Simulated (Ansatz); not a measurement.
Cost and result for the atomization energy of CH8FNSi2, SMILES `NC(F)([SiH3])[SiH3]` (13 atoms, 12 bonds).

Z-matrix (Å, degrees):
```
C
F 1 1.447
Si 1 1.905 2 105.3
N 1 1.404 2 112.1 3 -119.7
Si 1 1.905 2 105.3 3 120.5
H 3 1.485 1 109.7 2 169.1
H 3 1.483 1 109.8 2 48.4
H 3 1.488 1 107.6 2 -71.6
H 4 1.012 1 114.6 2 64.5
H 4 1.012 1 114.6 2 -64.5
H 5 1.485 1 109.7 2 -169.1
H 5 1.488 1 107.6 2 71.6
H 5 1.483 1 109.8 2 -48.3
```

Charge 0, multiplicity 1. The geometry is a stationary point of PBE0-D4/def2-TZVP. It is one conformer, not always the lowest. Program: Ansatz. All runs use 4 threads of an Intel Xeon Platinum 8559C on a shared host. Times are those of one run each, without the atoms' runs, and a repeat can differ threefold. Electronic energies, without spin–orbit coupling; frozen cores. CCSD(T)/CBS adds CCSD(T) − MP2 in def2-TZVPP to the MP2 limit, and its time is that of the two runs behind it. T1 = 0.013. B3LYP takes the VWN-RPA correlation (the form of Gaussian; ORCA's B3LYP/G).

CCSD(T)/CBS is a level of theory with its own doubt, some kJ/mol a heavy atom from the limit and from the frozen cores, so smaller differences don't rank the functionals.

```
                             level  functions  atomization (kJ/mol)  difference from CCSD(T)/CBS  per bond
                    MP2/def2-QZVPP        551                4198.4                        -27.6      -2.3
                CCSD(T)/def2-TZVPP        289                4104.1                       -121.9     -10.2
  ωB97M-V/def2-TZVPP (with forces)        289                4241.7                         15.7       1.3
                PBE0-D4/def2-TZVPP        289                4196.3                        -29.7      -2.5
                 B2PLYP/def2-TZVPP        289                4167.8                        -58.2      -4.8
                 CCSD(T)/CBS(def2)          –                4226.0                          0.0       0.0
 B3LYP-D4/def2-TZVPP (with forces)        289                4232.8                          6.8       0.6
r2SCAN-D4/def2-TZVPP (with forces)        289                4216.6                         -9.4      -0.8
   PBE-D4/def2-TZVPP (with forces)        289                4264.3                         38.3       3.2
                ωB97X-V/def2-TZVPP        289                4260.1                         34.1       2.8
```

(1) Order the runs by time, with rough figures. (Best estimate.)

Answers

(1) The calculation gave: PBE-D4/def2-TZVPP (with forces) 1.9 s; PBE0-D4/def2-TZVPP 2.4 s; r2SCAN-D4/def2-TZVPP (with forces) 2.9 s; B3LYP-D4/def2-TZVPP (with forces) 3.8 s; B2PLYP/def2-TZVPP 4.4 s; ωB97X-V/def2-TZVPP 5.5 s; ωB97M-V/def2-TZVPP (with forces) 8 s; MP2/def2-QZVPP 23 s; CCSD(T)/def2-TZVPP 120 s; CCSD(T)/CBS(def2) 2.3 min.

The D4 term adds +47.9 kJ/mol with B3LYP and +25.2 kJ/mol with PBE0; it sums over pairs of atoms, weighted by their polarisabilities, and B3LYP, whose exchange is more repulsive, gets the larger term. From PBE to PBE0 (25 % exact exchange), in def2-TZVPP and without D4, the atomization energy moves by −63.5 kJ/mol: exact exchange takes away binding that semilocal exchange gives to molecules. In def2-TZVPP, CCSD(T) changes the Hartree–Fock value by +1080.8 kJ/mol (the triples alone add +56.5 kJ/mol) and MP2 by +1102.5 kJ/mol; breaking electron pairs costs correlation energy, which Hartree–Fock lacks.
